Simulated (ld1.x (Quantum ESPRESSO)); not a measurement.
## What the settings do to the TM potential of antimony

Base potential:

* Element: Sb (Z = 51)
* Generator: ld1.x (Quantum ESPRESSO) 7.5
* Type: norm-conserving Troullier–Martins (Kleinman–Bylander form)
* Functional: LDA (PZ)
* Relativity: scalar-relativistic
* Frozen core: [Kr]
* Valence charge: 15
* Reference configuration: 4d10 5s2 5p3
* Partial waves: 5s (bound): rc 1.60 bohr; 5p (bound): rc 2.25 bohr; 4d (bound): rc 1.00 bohr
* Local potential: the d channel
* Core correction: none

Cutoffs, loose and tight: the cutoffs (Ry, on a coarse ladder) from which the occupation-weighted sum of valence levels, in a spherical-Bessel basis at the reference potential, stays within 10 and 1 mRy of its value at 400 Ry. They do not see the model core or the augmentation charge, which bear on the density cutoff. Test errors are all-electron minus pseudo excitation energies from the reference, over the configurations 4d10 5s2 5p2; 4d10 5s2 5p1; 4d10 5s2 5p0; 4d10 5s1 5p3; 4d9 5s2 5p3; 4d10 5s0 5p5; 4d10 5s1 5p4 (two spin-polarised tests are not counted in the largest error). A dash means not determined; rows that change the core or the reference have their own tests. The largest error is taken over the tests solved by every variant that gives reliable tests at all: 4d10 5s0 5p5; 4d10 5s1 5p3; 4d10 5s1 5p4; 4d10 5s2 5p0; 4d10 5s2 5p1; 4d10 5s2 5p2.

A true bound ghost makes a file unfit for plane-wave use even where its test errors are small: the radial tests pick states by their node count and pass the ghost by. Where a test does run into it, the solver fails or the error is huge.

| change | outcome | cutoff, loose | cutoff, tight | bound ghosts | largest test error (meV) |
| --- | --- | --- | --- | --- | --- |
| base | generated | 110 Ry | 140 Ry | s, p | +12 |
| wave 4d (bound): rc 1.00 bohr becomes 4d (bound): rc 1.30 bohr | generated | 100 Ry | 160 Ry | s, p | +11 |
| wave 5p (bound): rc 2.25 bohr becomes 5p (bound): rc 2.24 bohr | generated | 110 Ry | 140 Ry | s, p | +12 |
| functional PBE | generated | 110 Ry | 140 Ry | s, p | +15 |
| all radii scaled by about 0.84 (s 1.34, p 1.88, d 0.84 bohr) | generated | 230 Ry | over 300 Ry | s, p | +5.9 |
| core correction a·sin(br)/r model core inside 1.08 bohr | generated | 110 Ry | 140 Ry | s, p | -12 |
| wave 5s (bound): rc 1.60 bohr becomes 5s (bound): rc 2.38 bohr | generated | 110 Ry | 140 Ry | s, p | -24 |
| type RRKJ; local potential the s channel; rho0 0.01 | failed: compute_phi: phi has nodes before r_c | – | – | – | – |
| core correction a·sin(br)/r model core inside 0.78 bohr | generated | 110 Ry | 140 Ry | s, p | -12 |

Q: What comes out with this change to the base: reference 4d10 5s1.5 5p3.5?

A: outcome: generated; cutoff, loose: 110 Ry; cutoff, tight: 140 Ry; bound ghosts: s, p; largest test error (meV): -213.

Q: What comes out with this change to the base: type ultrasoft; waves now 5s (bound): rcut 1.40, rcutus 1.60 bohr; 5s channel at 2.5 Ry: rcut 1.40, rcutus 1.60 bohr; 5p (bound): rcut 1.95, rcutus 2.25 bohr; 5p channel at 3.35 Ry: rcut 1.95, rcutus 2.25 bohr; 4d (bound): rcut 0.85, rcutus 1.00 bohr; 4d channel at -1.55 Ry: rcut 0.85, rcutus 1.00 bohr; local potential all-electron potential smoothed inside 1.55 bohr (lloc = -2); augmentation built from norm-conserving waves at rcut, not smoothed further?

A: outcome: failed: chargeps: negative rho. Cause: the pseudo-density turned negative during the self-consistent test, most likely because a state had been found with a wrong node count and its wave set to zero before.

Q: What comes out with this change to the base: core [Kr] 4d10, valence charge 5; reference 5s1.75 5p3.25; waves now 5p (bound): rc 2.55 bohr; 5s (bound): rc 2.00 bohr; local potential the s channel; core correction a·sin(br)/r model core inside 1.60 bohr?

A: outcome: generated; cutoff, loose: 25 Ry; cutoff, tight: 35 Ry; bound ghosts: none; largest test error (meV): -127.
